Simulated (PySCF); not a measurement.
C2H9PSi2.
SMILES with atom numbers: `[CH2:1]1[CH2:2][SiH2:3][PH:4][SiH2:5]1` (hydrogens: H6, H7 on C1; H8, H9 on C2; H10, H11 on Si3; H12 on P4; H13, H14 on Si5)

The same species was optimised twice, with GFN2-xTB and with PBE0-D3(BJ)/def2-SVP (PySCF), and the same property calculations (PySCF, gas phase) were run on both structures.

```tsv
coordinate	GFN2-xTB	PBE0-D3(BJ)/def2-SVP	change
P4–H12 (Å)	1.380	1.430	+0.050
P4–Si5 (Å)	2.245	2.284	+0.039
Si3–P4 (Å)	2.244	2.275	+0.031
Si3–H11 (Å)	1.464	1.495	+0.031
Si5–H14 (Å)	1.464	1.494	+0.030
Si3–H10 (Å)	1.467	1.496	+0.029
Si5–H13 (Å)	1.467	1.497	+0.030
C2–Si3 (Å)	1.917	1.897	-0.020
C1–Si5 (Å)	1.915	1.900	-0.015
C1–H7 (Å)	1.092	1.105	+0.013
C2–H9 (Å)	1.091	1.103	+0.012
C1–H6 (Å)	1.091	1.103	+0.012
C2–H8 (Å)	1.093	1.104	+0.011
C1–C2 (Å)	1.528	1.534	+0.006
Si3–P4–Si5 (°)	92.3	88.9	-3.4
Si3–P4–H12 (°)	95.8	92.9	-2.9
P4–Si5–H13 (°)	112.2	109.3	-2.9
C2–Si3–H11 (°)	111.0	113.7	+2.7
Si5–P4–H12 (°)	95.7	93.3	-2.4
C1–C2–Si3 (°)	110.7	108.5	-2.2
C1–Si5–P4 (°)	103.2	105.1	+1.9
C2–C1–H6 (°)	110.4	112.2	+1.8
```

Rotational constants: A = 2881, B = 2527, C = 1456 MHz (GFN2-xTB) against A = 2797, B = 2565, C = 1455 MHz (PBE0-D3(BJ)/def2-SVP). Atoms that the bonding makes alike are paired by their places after alignment.

On the GFN2-xTB structure: lowest singlet, TDDFT (eV) 5.26 [B3LYP/def2-SVPD]; lowest triplet, Tamm–Dancoff (eV) 4.89 [B3LYP/def2-SVPD]; isotropic polarisability (au) 102.3 [B3LYP/def2-SVPD]; HOMO (eV) -6.86 [B3LYP/def2-SVPD]; LUMO (eV) -0.57 [B3LYP/def2-SVPD]; dipole (D) 1.65 [B3LYP/def2-SVPD]; HOMO (eV) -7.12 [PBE0/pcSseg-1]; LUMO (eV) -0.29 [PBE0/pcSseg-1]; dipole (D) 1.99 [PBE0/pcSseg-1]; GIAO shielding of C1/C2 (mean) (ppm) 174.1 [PBE0/pcSseg-1]; GIAO shielding of Si3/Si5 (mean) (ppm) 374.4 [PBE0/pcSseg-1]; GIAO shielding of P4 (ppm) 675.7 [PBE0/pcSseg-1].

Question: What do these properties become on the PBE0-D3(BJ)/def2-SVP structure?

Answer: 
| property | level | on GFN2-xTB | on PBE0-D3(BJ)/def2-SVP | change |
| --- | --- | --- | --- | --- |
| lowest singlet, TDDFT (eV) | B3LYP/def2-SVPD | 5.26 | 5.47 | +0.21 |
| lowest triplet, Tamm–Dancoff (eV) | B3LYP/def2-SVPD | 4.89 | 5.07 | +0.18 |
| isotropic polarisability (au) | B3LYP/def2-SVPD | 102.3 | 104.7 | +2.4 |
| HOMO (eV) | B3LYP/def2-SVPD | -6.86 | -7.01 | -0.15 |
| LUMO (eV) | B3LYP/def2-SVPD | -0.57 | -0.53 | +0.04 |
| dipole (D) | B3LYP/def2-SVPD | 1.65 | 1.77 | +0.12 |
| energy, GFN2-xTB geometry as zero (kcal/mol) | B3LYP/def2-SVPD | 0.0 | -2.5 | -2.5 |
| HOMO (eV) | PBE0/pcSseg-1 | -7.12 | -7.29 | -0.17 |
| LUMO (eV) | PBE0/pcSseg-1 | -0.29 | -0.22 | +0.07 |
| dipole (D) | PBE0/pcSseg-1 | 1.99 | 2.13 | +0.14 |
| energy, GFN2-xTB geometry as zero (kcal/mol) | PBE0/pcSseg-1 | 0.0 | -2.1 | -2.1 |
| GIAO shielding of C1/C2 (mean) (ppm) | PBE0/pcSseg-1 | 174.1 | 173.5 | -0.6 |
| GIAO shielding of Si3/Si5 (mean) (ppm) | PBE0/pcSseg-1 | 374.4 | 372.9 | -1.5 |
| GIAO shielding of P4 (ppm) | PBE0/pcSseg-1 | 675.7 | 656.5 | -19.2 |

The heavy atoms differ by 0.059 Å rms after alignment. Among all bonds P4–H12 changes most (+0.050 Å). Changes are differences of the printed values. Neither structure is proved a minimum here.
